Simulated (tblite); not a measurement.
H3O4S (SMILES O=S(O)(O)=[OH+]), charge +1, singlet, geometry from GFN2-xTB; GFN1-xTB (tblite).

Here is a job for tblite.
```
$ tblite run mol.xyz --method gfn1 --charge 1 --spin 0 --etemp 2000 --json tblite.json --no-restart

# file mol.xyz
8

O      0.07747933    -1.16688503    -0.93747374
S      0.00513635    -0.07735650    -0.06214810
O     -1.37552753     0.54445488     0.07722509
O      0.88848750     1.10384932    -0.43194612
O      0.40278763    -0.37941267     1.37414663
H     -1.93477726     0.66485616    -0.69882339
H      1.78469266     0.95770216    -0.75592961
H      0.12208757    -1.20090634     1.79350759
```

What the program printed (banner, timings and long lists left out):

```
xTB calculator
 | screened Coulomb repulsion
 | Coulomb electrostatics
 |  * isotropic Klopman-Ohno-Mataga-Nishimoto electrostatics
 |  * onsite third-order electrostatics
 | DFT-D3(BJ) dispersion correction

halogen bonding energy    0.0000000000000E+00 Eh
repulsion energy          1.3375242838144E-01 Eh
dispersion energy        -2.2524185608896E-03 Eh
number of electrons       3.2000000000000E+01 e
integral cutoff           1.9731147476801E+01 bohr

------------------------------------------------------------
  cycle        total energy    energy error   density error
------------------------------------------------------------
      1     -22.42033945254  -2.2551839E+01   8.0694132E-01
      2     -22.24756910466   1.7277035E-01   6.9975123E-01
      3     -22.62034589325  -3.7277679E-01   4.6709967E-01
      4     -23.44828172735  -8.2793583E-01   6.7257908E-02
      5     -23.46073304301  -1.2451316E-02   3.2525619E-02
      6     -23.46274220649  -2.0091635E-03   8.4945950E-03
      7     -23.46288850063  -1.4629414E-04   3.9245886E-03
      8     -23.46293468676  -4.6186123E-05   1.2968187E-03
      9     -23.46294052141  -5.8346549E-06   3.8643491E-04
     10     -23.46294104569  -5.2427544E-07   1.2545819E-04
     11     -23.46294109600  -5.0309460E-08   2.2201153E-06
------------------------------------------------------------

electronic energy        -2.3594441105817E+01 Eh
total energy             -2.3462941095997E+01 Eh

Post processing:
 | Mayer-Wiberg bond orders

[Info] JSON dump of results written to 'tblite.json'
```
